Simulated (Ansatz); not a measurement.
Diatomic LaCl, closed-shell singlet (lowest of 2S+1 = 1, 3, 5 at CCSD(T)/def2-TZVPP on PBE0 minima; our sources give no spin for the ground state, which may be another). No spin–orbit coupling.

Seven points along R, fitted to fifth degree in 1/R; most abundant isotopes. Runs in def2 and cc sets follow the lowest solution found near the PBE0 minimum. The singlet is held restricted.

Correlated levels freeze the inner cores; with def2 sets outer-core shells near the valence are correlated too.

The values were computed with Ansatz (a first-principles code) with Gaussian orbitals. Values without a source in brackets are computed. In def2 rows elements past Kr take small-core potentials, without spin–orbit coupling.

Energies at B2PLYP/def2-TZVPP:

| R (Å) | E (hartree) |
|---|---|
| 2.342026 | -491.58598979 |
| 2.404984 | -491.59231797 |
| 2.462905 | -491.59558694 |
| 2.528381 | -491.59692744 |
| 2.593857 | -491.59628930 |
| 2.669406 | -491.59366671 |
| 2.757547 | -491.58873055 |

Problem. With a reduced mass of 27.9361 u, find the minimum, the force constant and the constants.

Solution. A fifth-degree polynomial in 1/R puts the minimum at r_e = 2.5375 Å with force constant 194 N/m. Then ω_e = (1/2πc)√(k/μ) = 343 cm⁻¹ and B_e = h/(8π²cμr_e²) = 0.09372 cm⁻¹; the cubic and quartic terms give α_e = 0.00034 and ω_e x_e = 0.89 cm⁻¹.

Doubts at one or more of the structures used: a restricted determinant that unrestricted orbitals would lower (B2PLYP/def2-TZVPP).
